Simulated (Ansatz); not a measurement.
Job for Ansatz (an electronic-structure program): U-wB97X-V/cc-pVTZ on BeH2 (SMILES [BeH2]), a point of a bond scan (R = 2.328 Å).

Ansatz 0.2 input:
```yaml
crystal:
  periodic: [false, false, false]
  atoms:
    - {symbol: Be, position_ang: [0.00000000, 0.00000000, 0.00000000]}
    - {symbol: H, position_ang: [-0.00000000, -0.00000000, -2.32765215]}
    - {symbol: H, position_ang: [0.00000000, 0.00000000, 2.32765215]}
basis:
  gaussian:
    orbitals: cc-pVTZ
hamiltonian:
  xc: {name: wB97X-V}
magnetization: {spin_polarized: true, initial_magnetization: 0}
```

It printed:

```
WARN ansatz: RAYON_NUM_THREADS=2 ignored (pool sized by the plan → 2); use --threads N
Functional definition: wB97X-V
integrals: 0.01 GiB planned
282 factors; their error is unknown
integrals: 0.04 GiB planned
93 factors; integrals over basis functions are off by at most 1.2e-4 eV
mean field: 0.15 GiB planned
mean field evaluation 1: about -426.9744 eV, gradient 5.0e0 eV
mean field evaluation 2: about -427.5118 eV, gradient 1.7e0 eV
mean field evaluation 4: about -427.6107 eV, gradient 6.5e-2 eV
mean field evaluation 8: about -427.6002 eV, gradient 4.4e-3 eV
mean field evaluation 16: about -427.6210 eV, gradient 3.8e-2 eV
mean field evaluation 32: about -427.6002 eV, gradient 5.5e-6 eV
mean field -427.62100018 eV, -15.7147819047 hartree, gradient 1.0e-5 eV, S^2 0.259555; 4 other end points of the search recorded, 0 dependent functions left out
reference -427.62099856 eV, -15.7147818451 hartree; 3, 3 occupied and 55, 55 virtual orbitals, 282 factors
Total energy: -427.62099856 eV, -15.7147818451 hartree
```

Self-consistency was reached. Its determinant has ⟨S²⟩ = 0.26, a mixture of spin states.

Cost: about 6 core-seconds (a rough figure).
